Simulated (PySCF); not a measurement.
How well do the runs reproduce experiment for C7H8?

**The experiment to reproduce.**

From NIST CCCBDB Release 22 (SRD 101), experimental dipoles, for the gas: dipole moment 0.332 D.

The results are set against them at the end.

Species: C7H8.
Atom-mapped SMILES: `[CH3:1][c:2]1[cH:3][cH:4][cH:5][cH:6][cH:7]1` (hydrogens: H8, H9, H10 on C1; H11 on C3; H12 on C4; H13 on C5; H14 on C6; H15 on C7)

Geometry (GFN2-xTB, Å), atoms numbered from 1 in this order:
```
atom  x, y, z in Å
C1     2.1959   -0.2589   -0.0932
C2     0.7090   -0.0753   -0.0396
C3    -0.1324   -1.1820   -0.0157
C4    -1.5048   -1.0263    0.0470
C5    -2.0588    0.2422    0.0866
C6    -1.2308    1.3506    0.0639
C7     0.1428    1.1916    0.0007
H8     2.5643   -0.6146    0.8694
H9     2.4651   -0.9982   -0.8455
H10    2.6971    0.6775   -0.3258
H11    0.2959   -2.1742   -0.0475
H12   -2.1450   -1.8966    0.0653
H13   -3.1308    0.3652    0.1353
H14   -1.6547    2.3439    0.0948
H15    0.7827    2.0630   -0.0176
```

The PySCF runs (gas phase, on this GFN2-xTB geometry; no spin–orbit coupling):

```json
{"level": "PBE0/pcSseg-1", "job": "shieldings, ring-centre shieldings, charges and field gradients", "basis functions": "159", "wall time": "16 s"}
```

Hardware: one thread, Arm Neoverse V1, no GPU, shared host.

Results beside the measurements:

**Dipole moment.** Measured: 0.332 D (NIST CCCBDB Release 22 (SRD 101), experimental dipoles).

```json
{"level": "PBE0/pcSseg-1", "computed (D)": "0.412", "computed − measured (D)": "+0.080", "% (from the printed values)": "+24"}
```

The computed dipoles belong to one fixed geometry; measured ones are averaged over vibrations unless marked μe. Magnitudes are compared, not signs.

No measured geometry was used, and the causes of the misses weren't examined.
